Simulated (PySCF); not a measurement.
Cr⁺ (chromium, charge +1) across methods

[Ar] 3d4 4p1, one real determinant (an excited configuration). Computed with PySCF 2.14 in aug-cc-pVDZ (7s6p4d2f, 59 functions), with the non-relativistic Hamiltonian (point nucleus).

```tsv
method	E (hartree)	mean ε 3p β (eV)	mean ε 3d α (eV)	mean ε 4p α (eV)	Σ⟨r²⟩ (bohr²)	⟨S²⟩
LDA	-1041.690	-55.475	-16.522	-8.440	30.85	8.750
wB97X	-1043.966	-60.718	-20.889	-10.375	31.46	8.750
wB97M-V	-1043.913	-60.876	-21.050	-10.323	31.53	8.750
UHF	-1042.95038	-65.195	-24.776	-10.127	32.45	8.751
r2SCAN	-1043.950	-56.121	-16.773	-8.433	31.01	8.751
PBE	-1043.729	-55.400	-16.397	-8.393	31.11	8.750
CAM-B3LYP	-1044.020	-59.644	-20.048	-9.771	31.18	8.751
M06-2X	-1043.936	-61.019	-20.717	-9.437	31.21	8.751
PBE0	-1043.773	-58.186	-18.640	-8.923	31.23	8.751
```

⟨L²⟩ = 8.00 against 12 for a pure F term, so this real determinant mixes terms.
